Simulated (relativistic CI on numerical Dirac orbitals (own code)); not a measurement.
**Pt⁶¹⁺: computed level list**

Computed by Dirac-Coulomb-Breit CI, KLI orbitals optimised for each configuration, model QED (radiative potential, 1s self-energy scaled to tabulated hydrogen-like ionisation energies), unscaled Slater integrals (own radial code, finite nucleus).

Configuration list (outside the closed core [Ne]): 3s²3p⁵, 3s²3p⁴3d, 3s3p⁶, 3s3p⁵3d, 3s3p⁴3d², 3p⁶3d, 3s²3p³3d4p, 3s²3p⁴4s, 3s3p⁴3d4s, 3p⁶4s, 3p⁶4p, 3s²3p⁴4p, 3s²3p³3d², 3s²3p²3d³, 3s3p³3d³, 3s²3p²3d²4s, 3s²3p²3d²4p. Double excitations out of closed p, d and f shells are left out; levels of such configurations are missing from the list, as are those of other unlisted configurations, and high levels can miss mixing partners.

The lowest level is 3s²3p⁵ ²P°3/2, with 99 % of that term; Hund's rules for 3s²3p⁵ give ²P° with J = 3/2, in agreement.

```tsv
No.	Configuration	Term	J	E (Ry)	%	Next component (%)	Landé g	Lifetime (s)
1	3s²3p⁵	²P°	3/2	0.0000	99	1 3s²3p³3d² ²P°	1.319	
2	3s²3p⁴3d	⁴D	3/2	18.5615	35	34 ²D	1.164	3.16e-10
3	3s²3p⁴3d	⁴D	5/2	19.0746	36	24 ²F	1.165	1.74e-10
4	3s²3p⁴3d	⁴P	1/2	19.1351	51	26 ²P	1.734	4.09e-11
5	3s²3p⁴3d	²F	7/2	19.3262	36	29 ²G	1.099	5.56e-03
6	3s²3p⁴3d	²D	3/2	20.8755	63	19 ⁴F	0.835	3.64e-10
7	3s²3p⁴3d	²F	7/2	26.1224	48	42 ⁴D	1.244	1.90e-07
8	3s²3p⁴3d	⁴F	9/2	26.2878	68	32 ²G	1.248	2.03e-07
9	3s²3p⁴3d	²P	1/2	26.8735	59	22 ²S	1.149	8.42e-12
10	3s²3p⁴3d	²D	5/2	28.5887	55	21 ⁴P	1.203	5.93e-09
11	3s²3p⁴3d	²P	3/2	29.1161	41	34 ²D	1.193	1.54e-12
12	3s²3p⁴3d	²D	5/2	29.4426	58	17 ⁴D	1.179	1.11e-12
13	3s²3p⁵	²P°	1/2	32.9906	99	1 3s²3p³3d² ²P°	0.645	8.25e-10
14	3s²3p³3d²	⁴F°	3/2	38.3287	29	24 ²D°	0.879	4.90e-11
15	3s²3p³3d²	⁴F°	5/2	38.8343	24	22 ²F°	0.976	3.85e-11
16	3s²3p³3d²	⁴D°	1/2	38.8732	47	26 ²P°	0.190	2.10e-11
17	3s²3p³3d²	²G°	7/2	38.9749	24	20 ²F°	1.035	8.88e-11
18	3s²3p³3d²	²P°	3/2	40.8746	21	18 ²D°	1.380	4.27e-11
19	3s²3p³3d²	⁴G°	9/2	45.6881	33	18 ⁶F°	1.175	7.25e-11
20	3s²3p³3d²	²F°	7/2	46.0433	22	21 ⁴F°	1.198	1.74e-11
21	3s²3p³3d²	⁴D°	3/2	46.8213	34	17 ²D°	1.117	3.92e-12
22	3s²3p³3d²	⁴P°	1/2	46.8450	44	22 ²S°	1.688	4.58e-12
23	3s²3p³3d²	²F°	5/2	46.9069	26	19 ⁴D°	1.066	3.15e-12
24	3s²3p³3d²	⁴D°	5/2	46.9681	26	23 ⁴P°	1.438	5.12e-11
25	3s²3p³3d²	²H°	11/2	47.0750	37	35 ⁴G°	1.149	2.60e-10
26	3s²3p³3d²	²F°	7/2	47.4107	28	24 ²G°	1.121	4.91e-12
27	3s²3p³3d²	²G°	7/2	48.3871	22	20 ²F°	1.115	1.39e-12
28	3s3p⁶	²S	1/2	48.4065	72	10 3s²3p⁴3d ²S	1.930	4.87e-13
29	3s²3p³3d²	²D°	5/2	48.4523	27	21 ⁴F°	1.183	1.46e-12
30	3s²3p³3d²	²P°	3/2	48.6995	25	16 ²D°	1.227	1.45e-12
```

Energies count from the lowest computed level; ° marks odd parity; lifetimes are radiative, by E1, M1, E2, M2, E3 decay to levels of this space only.

The mean weight of the leading LS term, summed over parents, in these 30 levels is 43 %, and that of the leading jj configuration (from the same eigenvectors) 97 %, so jj coupling describes them better and the LS labels are nominal.

At this charge energies of transitions that change n are usually good to better than 1 %, and those within a shell (Δn = 0) to a few per cent.

LS names give the leading component of a level, which can be under half, so a name can repeat, a term be missing and a line seem to break the LS rules.
